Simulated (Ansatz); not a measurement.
Calculated with Ansatz (gas phase, PBE0-D4/def2-TZVP geometries, no zero-point term in ΔE). CCSD(T)/CBS is the MP2 limit (def2-TZVPP, def2-QZVPP) plus CCSD(T) − MP2 in def2-TZVPP, frozen cores. This one scheme is used for every species. DFT in def2-TZVPP. def2 core potentials past Kr. For In outer-core shells are correlated without core-valence functions, which leaves a few kJ/mol of doubt a bond. Each species was taken in one conformer, which may not be the lowest.

`C[O][InH][C]#N` + CH₄ → `C[O][InH][CH3]` + `C#N`  (formal exchange of groups at the In–C bond)

```tsv
level	ΔE (kcal/mol)
BLYP-D4	15.1
B97M-V	16.9
r2SCAN0-D4	16.2
BLYP	15.5
r2SCAN	15.9
r2SCANh	16.0
MP2/def2-TZVPP	16.0
SCS-MP2/def2-TZVPP	16.7
```

**Question.** What does CCSD(T)/CBS give? (Estimate.)

**Answer.** Ansatz gave: +15.6 kcal/mol. The listed levels differ from it by -0.5, 1.3, 0.6, -0.1, 0.3, 0.4, 0.4, 1.1 kcal/mol.

**Question.** What do rigid-rotor, harmonic-oscillator terms from PBE0-D4/def2-TZVP frequencies (298.15 K, 1 bar) make of the CCSD(T)/CBS value? (Estimate.)

**Answer.** The calculation gave: ΔZPE = -0.5 kcal/mol, ΔH = +14.9 kcal/mol, ΔS = 14 J/(mol·K), ΔG = +13.9 kcal/mol. Modes under 50 cm⁻¹ make the entropy rough.

Largest T1 diagnostic among the species: 0.017.

From BLYP to BHLYP (50 % exact exchange), in def2-TZVPP and without D4, ΔE moves by +1.7 kcal/mol. At CCSD(T), def2-SVP lies +1.7 kcal/mol from the extrapolated value and def2-TZVPP +0.7 kcal/mol. In def2-TZVPP, CCSD(T) changes the Hartree–Fock value by −3.5 kcal/mol (the triples alone add −0.1 kcal/mol) and MP2 by −3.8 kcal/mol.
